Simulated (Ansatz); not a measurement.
A structure relaxed at PBE0-D4/def2-TZVP, charge 0, multiplicity 1:

Cartesian coordinates in Å:
```
C -0.400 2.050 -0.874
C -0.144 0.737 -0.318
C 0.069 -0.357 0.146
Ge 0.404 -2.067 0.882
H -1.237 2.533 -0.363
H -0.647 1.982 -1.936
H 0.476 2.694 -0.772
H 1.648 -2.670 0.215
H -0.809 -2.973 0.629
H 0.641 -1.929 2.392
```

Q: Give its formula and SMILES.

A: C3H6Ge, `CC#[C][GeH3]`.

Q: Point group (tolerance 0.08 Å, 0.16 Å for H)?

A: C3v.

Q: Summarise the bond lengths by kind.

A: 2 × C–C 1.208 to 1.448 Å; 3 × C–H 1.093 Å; 1 × C–Ge 1.891 Å; 3 × Ge–H 1.535 Å.

Results of the Gaussian-basis code of Ansatz.
